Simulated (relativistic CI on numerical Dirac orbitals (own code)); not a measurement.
What each ingredient does to the levels of Ir63+

Base calculation: Dirac-Coulomb-Breit CI, separate exchange-only KLI orbitals for each configuration, QED by a radiative potential, unscaled Slater integrals.

Configurations in the expansion (outside the closed core [Ne]): 3s2 3p2, 3s2 3p 3d, 3s 3p3, 3s2 3d2, 3p4, 3s 3p2 3d, 3p2 3d2, 3s 3p 3d2, 3p3 3d, 3s2 3d 4s, 3s2 3d 4p, 3s 3p 3d 4s, 3p3 4s, 3s2 3p 4s, 3s 3p 3d 4p, 3p3 4p. Levels of other configurations are missing.

Variants: (1) configuration mixing switched off. Shifts of the energy above 3s2 3p2 3P_0, in eV, for the lowest level and the first level of each name with at least 55 % of one term (blank where a level changes its place among those of its configuration and J or its character, or is not in the variant):

| Level | Base | Δ(1) |
| --- | --- | --- |
| 3s2 3p2 3P_0 | 0.00 | 0.00 |
| 3s2 3p2 3P_1 | 422.73 | +0.42 |
| 3s2 3p2 1D_2 | 432.66 | +0.80 |
| 3s2 3p 3d 3F°_2 | 654.60 | -1.26 |
| 3s2 3p2 3P_2 | 863.19 | +2.84 |
| 3s2 3p2 1S_0 | 884.69 | +4.48 |
| 3s 3p3 3D°_3 | 1035.96 | +4.53 |
| 3s 3p3 3P°_0 | 1047.73 | +11.12 |
| 3s2 3p 3d 3P°_0 | 1124.36 | -9.99 |
| 3s2 3p 3d 3F°_4 | 1188.97 | +0.12 |
| 3s2 3p 3d 3D°_3 | 1223.69 | -2.09 |
| 3s2 3p 3d 1P°_1 | 1234.65 | -1.60 |
| 3s 3p2 3d 5D_0 | 1238.03 | -1.39 |
| 3s 3p2 3d 3G_5 | 1360.38 | -3.64 |

At this charge energies of transitions that change n are usually good to better than 1 %, and those within a shell (Δn = 0) to a few per cent.

Ionisation energy from the two ground configurations alone: base 7272.94 eV. The NIST ASD value (theoretical) is 7274 eV.

LS names give the leading component of a level, which can be under half, so a name can repeat, a term be missing and a line seem to break the LS rules.
